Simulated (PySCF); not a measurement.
# Structure elucidation problem

The spectra below were simulated for a compound C6H11BO3.

1H NMR (500 MHz, computed): δ 7.82 (s, 2H), 3.63 (br, 2H), 3.15 (sept, 1H), 1.19 (d, 6H).

13C{1H} NMR (computed): δ 184.4 (CH), 145.0 (C), 80.2 (CH), 22.2 (CH3).

Gas phase, single conformer, averaged over atoms made equivalent by symmetry, fast rotation or ring inversion, relativity neglected. Shieldings: GIAO PBE0/pcSseg-1; coordinates at the PBE0-D3(BJ)/def2-SVP level; PySCF.

Referencing at the same level of theory: TMS for 1H (σ = 31.27 ppm), 13C (σ = 184.41 ppm).

Propose a structure and justify it.

Results:


4 carbon signals for 6 carbons: some carbons are equivalent by symmetry or fast rotation. Carbon types of the structure: 1 × C, 3 × CH, 2 × CH3, leaving 2 H on heteroatoms. δC 184.4, 145.0: alkene carbon bearing oxygen; an sp2 carbon further deshielded by the attached heteroatom. δC 80.2: sp3 CH bonded to O; deshielded by the electronegative neighbour. δC 22.2: methyl carbon; saturated and bonded to C and H only. δH 7.82: hydrogen on an alkene carbon bearing oxygen; olefinic region. δH 3.63: hydrogen on a boron bonded to 2 O, in a 6-membered ring. δH 3.15: hydrogen on an sp3 CH bonded to O; its carbon carries O, which withdraws density. δH 1.19: hydrogen on a methyl carbon.

The compound is `CC(C)OC1=CO[BH2-][O+]=C1`.

This is the structure that produced the data.

Hydrogens on boron are broadened and split by 11B (spin 3/2, 80 %) and 10B (spin 3). Shifts are as computed. Against solution values, carbons near 30 ppm lie about +2 ppm off and those near 130 ppm about +5 ppm. Of 1313 compounds with measured shifts, 239 miss one by over three times the rms of a fit or turn the order of signals round; such compounds aren't used in these exercises. No couplings were computed; multiplicities are counted from neighbouring protons, with m where these are inequivalent, close in shift, in a saturated or five-membered ring or joined by F or P, and br s for small geminal =CH2 splittings.
